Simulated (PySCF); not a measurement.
A GIAO shielding run with PySCF 2.14.0 with density-fitted response routines (density fitting, non-relativistic, gas phase) on SMILES CCCCS[Si](C)(C)Cl, C6H15ClSSi:

```
{"job": {"kind": "nmr", "xc": "KT2", "basis": "pcSseg-1", "pop": false}, "charge": 0, "multiplicity": 1}
C     -3.187573    -0.340194    -0.664905
C     -2.068783     0.626325    -0.310113
C     -1.342357     0.293169     0.987678
C     -0.706230    -1.086655     1.054557
S      0.389240    -1.540283    -0.344523
Si     1.989790    -0.126837    -0.200768
C      3.456300    -0.910956    -1.040614
C      1.616706     1.557316    -0.917124
Cl     2.421308     0.164002     1.826514
H     -3.723560    -0.014321    -1.568982
H     -3.926613    -0.420184     0.149262
H     -2.798560    -1.350539    -0.866446
H     -1.335693     0.649270    -1.133779
H     -2.472099     1.649551    -0.227725
H     -2.048194     0.363057     1.835398
H     -0.567625     1.051913     1.188256
H     -0.125737    -1.198281     1.981645
H     -1.468503    -1.880008     1.046409
H      3.710952    -1.869342    -0.565934
H      4.331723    -0.245636    -0.989743
H      3.226485    -1.099570    -2.101580
H      0.773215     2.044092    -0.408359
H      1.365198     1.458412    -1.984859
H      2.500499     2.207880    -0.823761
```

Hardware: 1 thread of an x86-64 server CPU, shared host.

Question: How large is the calculation?

Answer: 98 electrons, 249 basis functions and 1359 auxiliary functions.

Question: How long does it take?

Answer: 90 s of wall time, with 15 SCF cycles. Times on a shared host scatter by some tens of per cent.

Question: And these other runs on the same molecule and hardware: GIAO shielding at PBE0/pcSseg-1?

Answer: PBE0/pcSseg-1: 249 functions, 68 s.
